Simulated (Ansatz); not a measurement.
Geometry optimisation, RKS B3LYP-D4/STO-3G (Ansatz 0.2.0).

The input (input.yaml):

```yaml
crystal:
  periodic: [false, false, false]
  atoms:
    - { symbol: B, position_ang: [-0.6223, 1.7221, 0.8667] }
    - { symbol: "N", position_ang: [-0.4674, 0.2516, 0.8922] }
    - { symbol: C, position_ang: [0.5127, -0.1078, -0.1127] }
    - { symbol: C, position_ang: [0.6885, -1.6087, -0.3142] }
    - { symbol: Al, position_ang: [-0.1976, -0.684, -1.8788] }
    - { symbol: H, position_ang: [-0.4275, 2.443, 1.8034] }
    - { symbol: H, position_ang: [-1.0807, 2.2836, -0.1116] }
    - { symbol: H, position_ang: [-0.0351, 0.0415, 1.8291] }
    - { symbol: H, position_ang: [1.5479, 0.3879, 0.0558] }
    - { symbol: H, position_ang: [-0.0812, -2.2183, 0.3348] }
    - { symbol: H, position_ang: [1.6321, -2.0049, -0.4527] }
    - { symbol: H, position_ang: [-1.3925, -0.5611, -2.878] }
basis:
  gaussian: { orbitals: STO-3G }
hamiltonian:
  xc: b3lyp
  dispersion: d4
relax:
  f_tol: 0.02
  max_steps: 50
output:
  orbitals: {}
```

Command:

```bash
$ ansatz run input.yaml --threads 1 --pin off --max-ram 2048MiB --backend cpu --events-out ev --progress --plain --runs-dir out
```

Question: Where does it end, and by what steps?

Answer: The forces met the threshold. Limits of this set-up: minimal basis. After 24 steps the energy has fallen by 2.449 eV; H8 moved furthest, 1.25 Å.

```tsv
step	energy less start (eV)	largest force component (eV/Å)	accepted
0	0.0000	6.283	yes
1	-1.5668	2.891	yes
2	-1.8992	1.157	yes
3	-2.1339	0.790	yes
4	-2.2341	0.332	yes
5	-2.2581	0.380	yes
6	-2.2684	0.168	yes
7	-2.2573	0.963	no
8	-2.2798	0.104	yes
9	-2.2834	0.530	yes
10	-2.3087	0.141	yes
11	-2.3243	0.347	yes
12	-2.3363	0.414	yes
13	-2.3530	0.479	yes
14	-2.3702	0.502	yes
15	-2.3800	0.563	yes
16	-2.3978	0.549	yes
17	-2.4213	0.430	yes
18	-2.3927	0.623	no
19	-2.4454	0.195	yes
20	-2.4460	0.120	yes
21	-2.4482	0.113	yes
22	-2.4487	0.036	yes
23	-2.4489	0.026	yes
24	-2.4489	0.010	yes
```

```xyz
12
Properties=species:S:1:pos:R:3
B -0.842 1.308 0.759
N 0.419 0.778 0.885
C 0.982 -0.099 -0.205
C 0.175 -1.500 -0.218
Al -0.398 -0.242 -1.468
H -1.429 1.875 1.594
H -1.356 1.138 -0.320
H 0.945 0.809 1.792
H 2.081 -0.134 -0.164
H -0.282 -1.781 0.739
H 0.807 -2.322 -0.583
H -1.024 0.116 -2.775
```

Run time: 73 s on 1 thread of Arm Neoverse V1, with other jobs on the host, peak memory 0.14 GiB.
